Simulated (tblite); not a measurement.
C₄H₇OPSSi.
Bonds: C1–O2, O2–C3, C3–S4 (aromatic), S4–C5 (aromatic), C5–P6 (aromatic), P6–C7 (aromatic), C7–Si8, C3–C7 (aromatic). Hydrogens: H9, H10, H11 on C1; H12 on C5; H13, H14, H15 on Si8.

The geometry is computed with GFN2-xTB (gas phase).

Question: Give the optimised bond lengths and angles.

Answer: 
| bond | length (Å) |
| --- | --- |
| C1–O2 | 1.407 |
| O2–C3 | 1.347 |
| C3–S4 | 1.740 |
| S4–C5 | 1.719 |
| C5–P6 | 1.700 |
| P6–C7 | 1.772 |
| C7–Si8 | 1.884 |
| C3–C7 | 1.359 |
| C1–H9, C1–H10, C1–H11 | 1.093 |
| C5–H12 | 1.075 |
| Si8–H13, Si8–H14, Si8–H15 | 1.463 |

Bonds in one row agree within 0.01 Å and their mean is given. A selection of angles:
| angle | degrees |
| --- | --- |
| O2–C1–H9 | 111.1 |
| O2–C1–H11 | 106.2 |
| H9–C1–H10 | 108.9 |
| C1–O2–C3 | 117.8 |
| O2–C3–S4 | 121.2 |
| O2–C3–C7 | 121.1 |
| S4–C3–C7 | 117.7 |
| C3–S4–C5 | 93.9 |
| S4–C5–P6 | 118.5 |
| S4–C5–H12 | 116.1 |
| P6–C5–H12 | 125.4 |
| C5–P6–C7 | 94.1 |
| P6–C7–Si8 | 125.8 |
| C3–C7–P6 | 115.7 |
| C3–C7–Si8 | 118.5 |
| C7–Si8–H13 | 108.7 |
| C7–Si8–H14 | 107.0 |
| H13–Si8–H14 | 111.0 |
| H13–Si8–H15 | 110.2 |

Torsions: C1–O2–C3–S4 0° (synperiplanar).

O2 (aryl ether oxygen) is bent (angle 117.8°). P6 (phosphorus bonded to 2 C) is bent (angle 94.1°). Of the pairs four or more bonds apart, S4···H9 is among the closest relative to their van der Waals radii: 2.81 Å, 94 % of the sum of Bondi's values. The 5-membered ring C3–S4–C5–P6–C7 has internal angles of 93.9° to 118.5° (sum 540°, against 540° for a flat polygon); it is planar, 0.00 Å rms from its mean plane, widest ring torsion 0°. The 8 heavy atoms lie in one plane (0.000 Å rms). S4 (thiophene-type sulfur) is bent (angle 93.9°). The 2 C–P bonds span 1.700 Å (C5–P6, aromatic) to 1.772 Å (P6–C7, aromatic), a spread of 0.072 Å.

Point group: Cs (tolerance 0.08 Å). Its GFN2-xTB frequencies are all real (lowest 71 cm⁻¹). The numbers are those of one conformer.
